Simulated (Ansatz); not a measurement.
The inner images of a band of BFH2O + BrH (7 atoms, charge 0, multiplicity 1) are given out of order.

Computed with RKS LDA/def2-SVP (Ansatz 0.2.0).

First end point:

```xyz
7
Properties=species:S:1:pos:R:3
B -0.151 -0.379 -0.029
O -0.454 0.212 1.148
H -1.113 -0.269 1.692
H 0.652 0.149 -0.769
F -0.738 -1.517 -0.344
Br 0.760 3.091 1.801
H 0.179 1.767 1.575
```

Last end point:

```xyz
7
Properties=species:S:1:pos:R:3
B 0.076 0.377 0.097
O -0.048 -0.029 1.660
H -0.950 -0.426 1.726
H 1.100 -0.102 -0.357
F -1.101 -0.047 -0.418
Br 0.165 2.387 0.322
H -0.106 0.896 2.044
```

Put them in order from the first end to the last, with their energies above the first end.
A.
```xyz
7
Properties=species:S:1:pos:R:3
B -0.126 -0.370 0.001
O -0.327 0.104 1.251
H -1.092 -0.291 1.719
H 0.784 0.077 -0.665
F -0.926 -1.309 -0.464
Br 0.611 3.125 1.643
H 0.212 1.719 1.590
```
B.
```xyz
7
Properties=species:S:1:pos:R:3
B -0.064 -0.323 0.102
O -0.170 -0.109 1.435
H -1.065 -0.303 1.789
H 0.992 -0.109 -0.454
F -1.114 -0.765 -0.563
Br 0.321 3.038 1.200
H 0.237 1.628 1.567
```
C.
```xyz
7
Properties=species:S:1:pos:R:3
B 0.053 0.266 0.113
O -0.067 -0.049 1.644
H -1.002 -0.314 1.812
H 1.121 -0.088 -0.344
F -1.086 -0.129 -0.471
Br 0.118 2.383 0.484
H -0.002 0.988 1.836
```
D.
```xyz
7
Properties=species:S:1:pos:R:3
B -0.096 -0.353 0.043
O -0.231 -0.004 1.343
H -1.077 -0.293 1.747
H 0.902 -0.022 -0.561
F -1.056 -1.047 -0.538
Br 0.457 3.106 1.453
H 0.235 1.668 1.587
```
E.
```xyz
7
Properties=species:S:1:pos:R:3
B -0.035 -0.268 0.160
O -0.126 -0.210 1.513
H -1.044 -0.333 1.835
H 1.049 -0.149 -0.370
F -1.128 -0.480 -0.548
Br 0.202 2.908 0.932
H 0.218 1.589 1.552
```
F.
```xyz
7
Properties=species:S:1:pos:R:3
B -0.001 -0.144 0.191
O -0.092 -0.235 1.558
H -1.022 -0.331 1.854
H 1.090 -0.106 -0.334
F -1.111 -0.238 -0.515
Br 0.138 2.658 0.735
H 0.133 1.452 1.586
```
G.
```xyz
7
Properties=species:S:1:pos:R:3
B 0.028 0.081 0.162
O -0.075 -0.098 1.607
H -1.008 -0.302 1.844
H 1.115 -0.083 -0.344
F -1.097 -0.180 -0.485
Br 0.126 2.459 0.622
H 0.047 1.180 1.669
```

A (+0.4 kJ/mol), D (+1.4 kJ/mol), B (+3.1 kJ/mol), E (+5.6 kJ/mol), F (+14.6 kJ/mol), G (+40.6 kJ/mol), C (+17.3 kJ/mol).

The run took 53 s on 2 threads of Intel(R) Xeon(R) 6975P-C (Granite Rapids) (shared host), peak memory 0.14 GiB.
